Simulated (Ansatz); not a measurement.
Geometry optimisation, RKS PBE/def2-SVP in Ansatz 0.2.0.

Input file:

```yaml
crystal:
  periodic: [false, false, false]
  atoms:
    - { symbol: Ta, position_ang: [0.0, 0.0, 0.0] }
    - { symbol: "N", position_ang: [2.51, 0.0, 0.0] }
    - { symbol: H, position_ang: [3.04, -0.5118, 0.762] }
    - { symbol: H, position_ang: [3.04, 0.5118, -0.762] }
    - { symbol: "N", position_ang: [0.0, 0.0, 2.16] }
    - { symbol: H, position_ang: [-0.2456, -0.8845, 2.69] }
    - { symbol: H, position_ang: [0.2456, 0.8845, 2.69] }
    - { symbol: F, position_ang: [0.0, 0.0, -1.93] }
    - { symbol: "N", position_ang: [-1.08, 1.8706, 0.0] }
    - { symbol: H, position_ang: [-1.6414, 2.1584, 0.8518] }
    - { symbol: H, position_ang: [-1.0486, 2.5007, -0.8518] }
    - { symbol: O, position_ang: [-1.01, -1.7493, 0.0] }
    - { symbol: H, position_ang: [-1.6563, -1.7655, 0.776] }
    - { symbol: S, position_ang: [0.8829, -2.249, 1.4151] }
    - { symbol: H, position_ang: [0.0982, -3.3559, 1.0702] }
    - { symbol: H, position_ang: [2.1891, -1.1728, 0.7379] }
basis:
  gaussian: { orbitals: def2-SVP }
hamiltonian:
  xc: pbe
relax:
  f_tol: 0.15
  max_steps: 25
  restrain:
    - { distance: [0, 13], at: 3.7, k: 30.0 }
    - { distance: [15, 1], at: 2.26, k: 30.0 }
    - { distance: [0, 1], at: 2.16, k: 30.0 }
    - { distance: [15, 13], at: 1.4, k: 30.0 }
```

Run as:

```bash
$ ansatz run input.yaml --threads 4 --pin off --max-ram 5120MiB --backend cpu --events-out ev --progress --plain --runs-dir out
```

Problem. Where does it end, and by what steps?

Solution. The run converged. The restraints hold the end off the free minimum; the threshold counts their pulls, which the force column leaves out. Restrained pairs: Ta1–S14 (2.80 → 3.71 Å), N2–H16 (1.42 → 2.26 Å), Ta1–N2 (2.51 → 2.12 Å), S14–H16 (1.82 → 1.39 Å). After 17 steps the energy has fallen by 6.197 eV (the restraints' own energy left out); H16 moved furthest, 0.99 Å.

```csv
step,energy less start (eV),largest force component (eV/Å),accepted
0,0.0000,3.016,yes
1,-0.9574,4.070,yes
2,-1.9451,4.095,yes
3,-3.3959,3.505,yes
4,-4.9519,1.692,yes
5,-5.6835,1.106,yes
6,-5.8865,0.932,yes
7,-6.0195,1.275,yes
8,-6.1054,1.291,yes
9,-6.1268,1.493,yes
10,-6.1568,1.432,yes
11,-6.1829,1.326,yes
12,-6.1734,1.283,no
13,-6.1890,1.300,yes
14,-6.1930,1.263,yes
15,-6.1959,1.260,yes
16,-6.1904,1.268,no
17,-6.1972,1.266,yes
```

```xyz
16
Properties=species:S:1:pos:R:3
Ta 0.009 0.044 0.139
N 2.117 -0.080 -0.014
H 2.750 0.173 0.751
H 2.565 0.102 -0.919
N 0.088 0.314 2.118
H 0.147 -0.539 2.698
H 0.267 1.138 2.701
F 0.152 0.432 -1.755
N -1.053 1.734 0.084
H -1.477 2.201 0.890
H -1.135 2.300 -0.767
O -0.964 -1.624 0.009
H -1.916 -1.723 -0.170
S 1.389 -2.924 1.887
H 0.372 -3.187 1.020
H 2.013 -2.123 0.939
```

Run time: 31 s on 4 threads of Intel(R) Xeon(R) 6975P-C (Granite Rapids), on a shared host, peak memory 0.27 GiB.
